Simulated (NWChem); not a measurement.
## Ionisation of C2H5O

```
O
C 1 1.3443
H 2 1.0911 1 113.89
H 2 1.0972 3 120.76 1 150.47
C 1 1.4002 2 115.80 3 177.33
H 5 1.0980 1 107.69 2 -177.70
H 5 1.1047 6 108.98 1 121.02
H 5 1.1062 6 108.79 7 118.12
```
Charge 0, spin multiplicity 2.

Everything below was run with NWChem. The geometry was optimised at UPBE0/def2-SVP, a minimum by its harmonic frequencies. It is one conformer; others weren't searched.

Basis set: def2-TZVP. The species with one electron less has spin multiplicity 1 and keeps the geometry of the parent. Δ marks differences of total energies (open shells unrestricted). −ε marks an orbital energy of the parent. That orbital need not have the symmetry of the hole or added electron in the Δ rows. That singlet is a closed-shell solution.

B3LYP has NWChem's definition, with VWN1-RPA local correlation. The structure started from a generated list of species. The stability of the SCF solutions was not checked.

Task: For the first vertical ionisation energy, −ε(alpha HOMO) of B3LYP gives 4.86 eV and −ε(alpha HOMO) of PBE gives 3.70 eV. What do −ε(alpha HOMO) of TPSS, −ε(alpha HOMO) of M06-2X, ΔB3LYP give?

Result: −ε(alpha HOMO) of TPSS: 3.82 eV; −ε(alpha HOMO) of M06-2X: 6.33 eV; ΔB3LYP: 7.75 eV.
